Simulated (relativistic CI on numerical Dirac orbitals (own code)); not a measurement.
**Hyperfine structure of Yb LXIII, mass number 171**

Computed by Dirac-Coulomb-Breit CI, separate exchange-only KLI orbitals for each configuration, a model potential for QED, unscaled Slater integrals (own radial code, finite nucleus).

Configurations in the expansion (outside the closed core 1s2): 2s2.2p4, 2s.2p5, 2p6, 2p5.3s, 2p5.3p, 2s2.2p3.3s, 2p5.3d, 2s2.2p3.3p, 2s2.2p3.3d, 2s.2p4.3s, 2s.2p4.3p, 2s.2p4.3d, 2s2.2p3.4s, 2s2.2p3.4p, 2s2.2p3.4d, 2s2.2p3.4f. Levels of other configurations are missing.

Nuclear spin I = 1/2, μ = 0.4923 μN (tables of Stone and Pyykkö). The electronic factors are computed for point nuclear moments, without core polarisation or the Bohr-Weisskopf and QED corrections.

```tsv
Level	E (eV)	A (GHz)
2s2.2p4 3P_2	0.00	678.2
2s2.2p4 3P_1	1083.72	-567.1
2s2.2p4 1D_2	1102.54	1941
2s.2p5 3P°_2	1459.06	4956
2s.2p5 1P°_1	1537.44	-3575
2s.2p5 3P°_1	2591.23	11720
```

Levels with J = 0, under 50 % of one LS term, or S terms without an open s electron are left out. Small factors come from cancelling terms and can be off by tens of per cent or more.

At this charge energies of transitions that change n are usually good to better than 1 %, and those within a shell (Δn = 0) to a few per cent.

(1) Give the hyperfine levels of 2s2.2p4 3P_2 relative to its centre of gravity.

Answers

(1) With K = F(F + 1) − I(I + 1) − J(J + 1), E = AK/2: F = 3/2: -1017, F = 5/2: 678.2 GHz.

LS names give the leading component of a level, which can be under half, so a name can repeat, a term be missing and a line seem to break the LS rules.
